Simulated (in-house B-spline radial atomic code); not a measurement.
A fraction x of an electron is removed from 3d in Se2+, starting from [Ar] 3d10 4s2 4p2 and keeping the highest spin. Computed with a radial B-spline atomic code at the basis-set limit: scalar-relativistic (X2C) CAM-B3LYP, spin-polarised, spherical fractional occupations, Fermi nucleus of rms radius 4.14 fm.

Caution: exact exchange at fractional occupations of open shells leaves self-interaction of up to several eV.

```
   x  E(x) - E(0) (eV)  3d down level (eV)
   0            0.0000             -81.481
 0.1            8.2600             -83.723
0.23           19.3353             -86.674
0.26           21.9459             -87.360
0.38                 ?                   ?
 0.5           43.5777             -92.927
0.55           48.2534             -94.103
0.71           63.6132             -97.904
0.76                 ?                   ?
0.88           80.6045            -102.004
   1           93.0206            -104.935
```

Question: What belongs in the row x = 0.38?

Answer: An energy change of 32.5948 eV; 3d down at -90.127 eV.

Question: What belongs in the row x = 0.76?

Answer: An energy change of 68.5384 eV; 3d down at -99.104 eV.

Question: Check Janak's theorem between x = 0.1 and 0.23.

Answer: The slope of the energy is 85.19 eV; the orbital levels give 85.20 eV (-ε of the emptying orbital, averaged over the two points).
